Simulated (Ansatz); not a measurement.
`B[Se]C` + `[SiH3]Br` → `B[SiH2]Br` + `C[SeH]` at 400 K and 1 bar (formal exchange of groups at a B–Se bond).

Calculated with Ansatz (gas phase, PBE0-D4/def2-TZVP geometries, no zero-point term in ΔE). CCSD(T)/CBS is the MP2 limit (def2-TZVPP, def2-QZVPP) plus CCSD(T) − MP2 in def2-TZVPP, frozen cores. For Br, Se outer-core shells are correlated without core-valence functions, which leaves a few kJ/mol of doubt a bond. Scalar relativity is left out up to krypton.

| species | CCSD(T)/CBS energy (Eh) | H − E (kJ/mol) | S (J/(mol·K)) |
| --- | --- | --- | --- |
| `B[Se]C` | -2466.56684 | 177.7 | 325.4 |
| `[SiH3]Br` | -2864.23411 | 85.1 | 279.6 |
| `B[SiH2]Br` | -2889.59767 | 124.3 | 344.3 |
| `C[SeH]` | -2441.15625 | 135.4 | 284.5 |

H − E and S are ideal-gas, rigid-rotor, harmonic terms from PBE0-D4/def2-TZVP. 1 Eh = 2625.50 kJ/mol, R = 8.31446 J/(mol·K).

By hand: ΔE, ΔH, ΔS and ΔG.

ΔE = (-2889.59767) + (-2441.15625) − (-2466.56684) − (-2864.23411) = 0.04703 Eh = 123.5 kJ/mol. Δ(H − E) = 124.3 + 135.4 − 177.7 − 85.1 = -3.1, so ΔH = 120.4 kJ/mol. ΔS = 344.3 + 284.5 − 325.4 − 279.6 = 23.8 J/(mol·K). ΔG = 120.4 − 400 × (23.8)/1000 = 110.9 kJ/mol.

By hand: the equilibrium constant, and the temperature at which ΔG would vanish if ΔH and ΔS stayed fixed.

log₁₀ K = −ΔG/(RT ln 10) = -14.5. ΔG = 0 at ΔH/ΔS = 5059 K, far beyond where these terms or the molecules hold.

ΔH outweighs TΔS. A doubt of 5 kJ/mol in ΔE shifts log₁₀ K by 0.7 here. These are equilibria of isolated gas molecules and say nothing of rates. Largest T1 diagnostic: 0.013 (customary marks: 0.02 for closed shells, 0.045 for open ones).
